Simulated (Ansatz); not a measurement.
In₄N₄H₁₄, a cluster cut from wurtzite InN (hydrogen-capped). The state is a triplet with charge 0. Geometry PBE-D4/def2-SVP, that of the neutral singlet; atoms count from 1.

```xyz
22

In    0.094    2.475    0.041
N     1.874    1.098    0.535
In   -2.051   -0.263    1.361
N    -1.411    0.921   -0.384
N    -0.092   -1.417    1.729
In    1.650   -1.078    0.449
In   -1.061   -0.239   -2.225
N     0.822   -1.384   -1.554
H    -0.217    3.221    1.589
H     0.630    3.227   -1.442
H     2.200    1.363    1.476
H     2.647    1.379   -0.087
H    -2.140    0.745    2.785
H    -3.130   -1.545    0.867
H    -2.258    1.474   -0.614
H     0.175   -1.242    2.710
H    -0.332   -2.420    1.709
H     3.074   -2.006    0.835
H    -0.421    0.790   -3.483
H    -2.229   -1.531   -2.364
H     1.554   -1.183   -2.252
H     0.620   -2.387   -1.682
```

In the def2 sets In takes a core potential; there is no spin–orbit coupling. Single mean-field runs in def2-TZVP are fitted with def2-universal-jkfit. At PBE0-D4/def2-TZVP a singlet of charge 0 lies 4.99 eV below the triplet at the same geometry.

(1) Estimate the Mulliken populations from the PBE0/def2-TZVP orbitals of Ansatz.

(2) Where does the spin sit?

(3) And the Mayer bond orders between heavy atoms (over 0.3)?

## Answers

(1) 
```json
{"atom": "In1", "charge (e)": "0.31", "spin (α − β)": "0.35"}
{"atom": "N2", "charge (e)": "-0.84", "spin (α − β)": "-0.01"}
{"atom": "In3", "charge (e)": "0.33", "spin (α − β)": "0.25"}
{"atom": "N4", "charge (e)": "-0.58", "spin (α − β)": "0.56"}
{"atom": "N5", "charge (e)": "-0.84", "spin (α − β)": "-0.01"}
{"atom": "In6", "charge (e)": "0.82", "spin (α − β)": "0.02"}
{"atom": "In7", "charge (e)": "0.31", "spin (α − β)": "0.35"}
{"atom": "N8", "charge (e)": "-0.84", "spin (α − β)": "-0.01"}
{"atom": "H9", "charge (e)": "-0.06", "spin (α − β)": "0.12"}
{"atom": "H10", "charge (e)": "-0.09", "spin (α − β)": "0.01"}
{"atom": "H11", "charge (e)": "0.27", "spin (α − β)": "0.00"}
{"atom": "H12", "charge (e)": "0.28", "spin (α − β)": "0.00"}
{"atom": "H13", "charge (e)": "-0.08", "spin (α − β)": "0.07"}
{"atom": "H14", "charge (e)": "-0.08", "spin (α − β)": "0.08"}
{"atom": "H15", "charge (e)": "0.24", "spin (α − β)": "0.05"}
{"atom": "H16", "charge (e)": "0.27", "spin (α − β)": "0.00"}
{"atom": "H17", "charge (e)": "0.27", "spin (α − β)": "0.00"}
{"atom": "H18", "charge (e)": "-0.10", "spin (α − β)": "0.02"}
{"atom": "H19", "charge (e)": "-0.09", "spin (α − β)": "0.00"}
{"atom": "H20", "charge (e)": "-0.06", "spin (α − β)": "0.12"}
{"atom": "H21", "charge (e)": "0.28", "spin (α − β)": "0.00"}
{"atom": "H22", "charge (e)": "0.27", "spin (α − β)": "0.00"}
```
Mulliken values depend strongly on the basis.

(2) Summed by element: In 0.98, N 0.53, H 0.49, of 2 unpaired in all. Largest on single atoms: N4 0.56, In1 0.35, In7 0.35.

(3) In1–N2 0.43 (2.30 Å); In1–N4 0.37 (2.20 Å); N2–In6 0.59 (2.19 Å); In3–N4 0.50 (2.20 Å); In3–N5 0.43 (2.30 Å); N4–In7 0.37 (2.20 Å); N5–In6 0.60 (2.19 Å); In6–N8 0.59 (2.19 Å); In7–N8 0.43 (2.30 Å).
